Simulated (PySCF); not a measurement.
Compound: C₄H₁₁NOSi₃.
SMILES with atom numbers: `[SiH3:1][SiH2:2][O:3][SiH2:4][n:5]1[cH:6][cH:7][cH:8][cH:9]1` (hydrogens: H10, H11, H12 on Si1; H13, H14 on Si2; H15, H16 on Si4; H17 on C6; H18 on C7; H19 on C8; H20 on C9)

Geometry (PBE0-D3(BJ)/def2-SVP, Å), atoms numbered from 1 in this order:
```xyz
20
C4H11NOSi3 angstrom
Si     1.811    1.335   -0.758
Si     2.519   -0.840   -0.227
O      1.251   -1.932   -0.282
Si    -0.312   -2.149    0.182
N     -1.159   -0.600    0.280
C     -1.365    0.141    1.427
C     -1.961    1.332    1.088
C     -2.128    1.329   -0.327
C     -1.627    0.137   -0.792
H      0.828    1.843    0.243
H      1.226    1.374   -2.133
H      3.030    2.208   -0.739
H      3.548   -1.315   -1.198
H      3.123   -0.858    1.144
H     -0.388   -2.728    1.548
H     -0.992   -2.973   -0.847
H     -1.073   -0.248    2.401
H     -2.253    2.120    1.780
H     -2.573    2.114   -0.936
H     -1.574   -0.256   -1.806
```

Theory: PySCF, TDDFT wB97X-D/def2-SVPD, vertical, gas phase, core orbitals frozen in the response.

Each state is given a Gaussian of 0.4 eV full width at half maximum, with ε(max) = 2.175×10⁸ f / Δν̃ (Δν̃ the width in cm⁻¹). The width is an assumption, not a result. The curve ends short of the highest state used, and states not computed would add to its high-energy end.

```csv
E (eV),ε (L mol⁻¹ cm⁻¹)
5.46,5
5.51,14
5.56,34
5.62,90
5.67,185
5.72,351
5.78,683
5.83,1089
5.88,1611
5.94,2345
5.99,2980
6.04,3568
6.10,4136
6.15,4467
6.20,4679
6.26,4821
6.31,4885
6.36,4915
6.42,4885
6.47,4770
6.52,4557
6.58,4221
6.63,3984
6.68,3926
```

Question: Locate the maxima and give the states behind the curve.

Answer: 195 nm (6.37 eV), ε about 4900, made up of S2 (35%), S3 (21%), S4 (12%) and S5 (24%) (ε in L mol⁻¹ cm⁻¹; maxima over ε = 5, shares over 10%). At its high-energy end, 6.68 eV, the curve is still rising (ε about 3900, from S4, S5 and S6). The states used: S1 6.06 eV (f 0.035); S2 6.24 eV (f 0.034); S3 6.43 eV (f 0.016); S4 6.53 eV (f 0.013); S5 6.54 eV (f 0.028); S6 6.95 eV (f 0.073); S7 7.07 eV (f 0.026); S8 7.14 eV (f 0.0096); S9 7.19 eV (f 0.0081); S10 7.28 eV (f 0.119).

Question: Coming from long wavelengths, where does ε first pass 100 L mol⁻¹ cm⁻¹?

Answer: At about 220 nm (5.63 eV), 0.43 eV below S1.

Question: What would ε be at 6.37 eV, the highest of these maxima, with half the width (0.2 eV)?

Answer: About 4090 L mol⁻¹ cm⁻¹ against 4920, a factor of about 0.8; a lone state at its own centre would give exactly 2.

Question: On this curve, what absorbance would a 10⁻³ mol/L sample give at 193 nm over a 1 cm path?

Answer: 193 nm is 6.424 eV, where ε is about 4900 L mol⁻¹ cm⁻¹, so A = ε c l ≈ 4.9 (Beer–Lambert, with the gas-phase spectrum and the assumed width).

All these states lie below the vertical ionisation energy of 8.26 eV (ΔSCF).

One conformer stands for the species.
